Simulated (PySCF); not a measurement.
C9H8S.
Structure used (PBE0-D3(BJ)/def2-SVP), in Å, numbered top down from 1:
```
atom  x, y, z in Å
C1     3.5168    0.0673   -1.4802
C2     2.1973   -0.0731   -0.8901
C3     1.0965   -0.1957   -0.3869
C4    -0.1951   -0.3489    0.2001
C5    -0.6604   -1.6290    0.5497
C6    -1.9117   -1.8095    1.1229
C7    -2.7261   -0.7009    1.3593
C8    -2.2878    0.5742    1.0222
C9    -1.0283    0.7701    0.4429
S10   -0.5564    2.4171    0.0473
H11    3.7103    1.1097   -1.7775
H12    3.6197   -0.5622   -2.3782
H13    4.3034   -0.2302   -0.7686
H14   -0.0099   -2.4845    0.3579
H15   -2.2529   -2.8128    1.3856
H16   -3.7130   -0.8286    1.8102
H17   -2.9294    1.4387    1.2087
H18    0.6554    2.0862   -0.4533
```

Computed with PySCF 2.14.0, PBE0-D3(BJ)/def2-SVP geometry optimisation, gas phase.

Masses are those of the commonest isotopes; rigid-rotor values at the optimised geometry. The values belong to one conformer with, in the numbering `[CH3:1][C:2]#[C:3][c:4]1[cH:5][cH:6][cH:7][cH:8][c:9]1[SH:10]`, C8–C9–S10–H 180°.

(1) What are A, B and C (cm⁻¹)?

(2) Classify the top.

(3) What does the inertial defect say?

(4) Give the other two planar moments, Paa and Pbb, and the rms extents of the mass along the axes.

(5) Which types of transition are allowed, and where do some lines up to J = 4 fall?

Answers

(1) Ia = 291.23, Ib = 617.42, Ic = 905.46 u·Å²; 505379 MHz·u·Å²/I gives 1735, 818.5 and 558.1 MHz, that is A = 0.05788, B = 0.02730, C = 0.01862 cm⁻¹.

(2) An asymmetric top: κ = (2 × 818.5 − 1735 − 558.1)/(1735 − 558.1) = -0.56.

(3) Not planar: Δ = Ic − Ia − Ib = -3.19 u·Å². For a rigid frame Δ = −2 Σ m c², so Σ m c² = 1.60 u·Å² lies off the ab plane, practically all of it from hydrogen. The atom farthest from that plane is 0.94 Å away.

(4) Paa = Σ m a² = (Ib + Ic − Ia)/2 = 615.83 and Pbb = Σ m b² = (Ia + Ic − Ib)/2 = 289.63 u·Å². With the mass M = 148.03 u, the rms extents √(P/M) along a, b and c are 2.04, 1.40, 0.10 Å.

(5) The dipole components are |μa| = 1.34 D, |μb| = 1.02 D, |μc| = 0.01 D. Intensities carry the squares of the components, which stand as 1.00 : 0.59 : 0.00 (a : b : c). Some lines, for components of 0.1 D or more:

```csv
type,branch,"J(Ka,Kc)",MHz,lower level (cm⁻¹)
a,Q,"4(2,2) ← 4(2,3)",635,0.598
a,R,"1(0,1) ← 0(0,0)",1377,0.000
a,R,"2(1,1) ← 1(1,0)",3014,0.085
b,R,"4(1,3) ← 3(2,2)",3520,0.415
a,R,"3(0,3) ← 2(0,2)",3948,0.136
a,R,"3(2,1) ← 2(2,0)",4312,0.279
b,R,"3(1,3) ← 2(0,2)",4416,0.136
b,R,"4(0,4) ← 3(1,3)",4632,0.283
b,Q,"4(3,1) ← 4(2,2)",4785,0.619
a,R,"4(1,4) ← 3(1,3)",4905,0.283
b,Q,"3(3,1) ← 3(2,2)",5263,0.415
b,R,"4(1,4) ← 3(0,3)",5373,0.268
b,Q,"4(3,2) ← 4(2,3)",5382,0.598
a,R,"4(3,2) ← 3(3,1)",5588,0.591
b,Q,"4(4,0) ← 4(3,1)",7219,0.778
b,R,"3(3,1) ← 2(2,0)",9345,0.279
```

Whether it is a minimum is left open (no frequencies). Zero-point vibration and centrifugal distortion are left out. A rigid rotor knows nothing of internal rotation, which can split or shift real lines.
